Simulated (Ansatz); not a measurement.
Relaxation of Cl₂H₆HfO₂Si (12 atoms, charge 0, multiplicity 1), to a largest force component of 0.03 eV/Å in at most 50 steps.

All numbers below come from RHF/def2-SVP in Ansatz 0.2.0.

```xyz
12
Properties=species:S:1:pos:R:3:forces:R:3
Hf 0.241 0.353 -0.619 -0.83 -0.88 -0.98
Cl -1.126 0.680 2.829 0.97 1.00 0.05
Cl 1.531 0.215 -2.635 0.00 0.00 0.00
O -1.382 1.334 -0.900 0.00 0.00 0.00
H -2.228 1.729 -1.003 0.01 -0.01 0.01
O 0.139 -1.369 0.214 0.01 0.00 -0.01
H -0.032 -2.170 0.673 0.00 -0.02 0.00
Si 1.729 1.901 0.953 1.03 0.91 0.72
H 2.498 1.111 1.960 0.01 -0.01 0.01
H 2.715 2.744 0.221 0.00 0.00 0.00
H 0.912 2.860 1.762 0.00 0.00 0.00
H -0.180 1.606 2.793 -1.19 -1.01 0.20
```

Where does it end, and by what steps?

The forces met the threshold. The force dipped under the threshold on the way, but the program's further checks kept it going. After 20 steps the energy has fallen by 0.255 eV; H9 moved furthest, 1.06 Å.

```
step  energy less start (eV)  largest force component (eV/Å)  accepted
   0                  0.0000                           1.195       yes
   1                 -0.0162                           1.060       yes
   2                 -0.0634                           1.161       yes
   3                 -0.2059                           0.679       yes
   4                 -0.2062                           0.784       yes
   5                 -0.2145                           0.220       yes
   6                 -0.2177                           0.270       yes
   7                 -0.1874                           1.143        no
   8                 -0.2282                           0.159       yes
   9                 -0.2354                           0.033       yes
  10                 -0.2388                           0.027       yes
  11                 -0.2368                           0.246        no
  12                 -0.2412                           0.089       yes
  13                 -0.2413                           0.136       yes
  14                 -0.2444                           0.103       yes
  15                 -0.2488                           0.011       yes
  16                 -0.2511                           0.104       yes
  17                 -0.2527                           0.062       yes
  18                 -0.2542                           0.009       yes
  19                 -0.2548                           0.053       yes
  20                 -0.2552                           0.020       yes
```

```xyz
12
Properties=species:S:1:pos:R:3
Hf 0.336 0.297 -0.733
Cl -1.815 0.859 3.037
Cl 1.552 -0.056 -2.770
O -1.251 1.330 -1.002
H -2.084 1.758 -1.075
O 0.111 -1.318 0.267
H -0.113 -2.072 0.781
Si 1.971 1.920 0.872
H 3.258 1.258 1.232
H 2.309 3.219 0.223
H 1.300 2.261 2.166
H -0.759 1.538 3.252
```

Whether the end is a true minimum wasn't checked by a vibrational analysis.

Time of the run: 42 s on 4 threads of Arm Neoverse V1, on a shared host, peak memory 0.42 GiB.
